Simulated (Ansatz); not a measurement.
Geometry optimisation, RKS BLYP/def2-mTZVP (Ansatz).

Input file:

```yaml
crystal:
  periodic: [false, false, false]
  atoms:
    - { symbol: Li, position_ang: [-1.36871, -1.96004, -1.11974] }
    - { symbol: C, position_ang: [-0.31554, -1.09613, 0.17623] }
    - { symbol: Si, position_ang: [0.43832, 0.44916, 0.48528] }
    - { symbol: O, position_ang: [0.31486, 1.69126, -0.59144] }
    - { symbol: H, position_ang: [-0.13801, -1.81388, 0.98951] }
    - { symbol: H, position_ang: [1.24788, 1.1789, 1.45202] }
    - { symbol: H, position_ang: [-0.17879, 1.55074, -1.39185] }
basis:
  gaussian: { orbitals: def2-mTZVP }
hamiltonian:
  xc: blyp
relax:
  f_tol: 0.015
  max_steps: 40
```

Run as:

```bash
$ ansatz run input.yaml --threads 2 --pin off --max-ram 3072MiB --backend cpu --events-out ev --progress --plain --runs-dir out
```

Problem. Where does it end, and by what steps?

Solution. It converged. After 6 steps the energy has fallen by 0.155 eV; H6 moved furthest, 0.16 Å.

| step | energy less start (eV) | largest force component (eV/Å) | accepted |
| --- | --- | --- | --- |
| 0 | 0.0000 | 1.542 | yes |
| 1 | -0.1181 | 0.822 | yes |
| 2 | -0.1531 | 0.168 | yes |
| 3 | -0.1546 | 0.066 | yes |
| 4 | -0.1551 | 0.018 | yes |
| 5 | -0.1552 | 0.031 | yes |
| 6 | -0.1552 | 0.011 | yes |

```xyz
7
Properties=species:S:1:pos:R:3
Li -1.367 -1.910 -1.158
C -0.297 -1.104 0.223
Si 0.406 0.443 0.431
O 0.305 1.740 -0.645
H -0.070 -1.762 1.078
H 1.235 1.036 1.522
H -0.211 1.557 -1.452
```

Whether the end is a true minimum wasn't checked by a vibrational analysis.

The run took 10 s on 2 threads of Intel(R) Xeon(R) Platinum 8375C CPU @ 2.90GHz (Ice Lake) (shared host), peak memory 0.19 GiB.
